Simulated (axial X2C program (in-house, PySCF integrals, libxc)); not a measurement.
SnS: from the spin-free to the two-component result

Computed with an in-house all-electron X2C program for linear molecules (integrals from PySCF). Spin-free means the one-electron spin-free X2C Hamiltonian; two-component (2c) means X2C with spin–orbit coupling and atomic mean-field two-electron Coulomb and Gaunt terms, so the difference of the two also holds small scalar two-electron terms. Basis: Sn dyall-cv3z [11s12p9d4f1g], S dyall-av3z [9s8p3d2f] (cores contracted in-house); Gaussian nuclei, density fitting, unrestricted open shells. Masses: Sn 119.902 u, S 31.972 u.

Spin-free state: M_S = 0, Λ = 0 (closed shell); fragments Sn + S.

| level | Re (Å) | ωe (cm⁻¹) | De (eV) | μ (D) |
| --- | --- | --- | --- | --- |
| PBE0 | 2.207 | 500.3 | 4.949 | -3.42 |
| BHandHLYP | 2.200 | 513.2 | 4.511 | -3.69 |

Dipoles are positive if S is the positive end.

Two-component determinant lowest at the distance of the search:

Ω = 0 (closed shell); fragments Sn + S.

| level | Re (Å) | ωe (cm⁻¹) | μ (D) |
| --- | --- | --- | --- |
| PBE0 | 2.208 | 499.2 | -3.42 |
| BHandHLYP | 2.201 | 511.8 | -3.68 |

(1) From the two tables, how do the constants change at the PBE0 level (2c against spin-free)?

Occupations by symmetry block were frozen at the best pattern of an incomplete PBE0 search. Closed shells are restricted here (equal orbitals for both partners); the stretched side of such a curve lies too high. De is counted from the lowest determinant-based energies of the atoms at the same level, without counterpoise correction. De is not given where an atomic determinant may have missed its ground term or J level, or where the truncated virtual space spoils (T). The functionals have no current-density term, which raises determinants with orbital currents, atoms included.

Answers

(1) At the PBE0 level Re goes up by 0.001 Å and ωe decreases by 1.1 cm⁻¹.
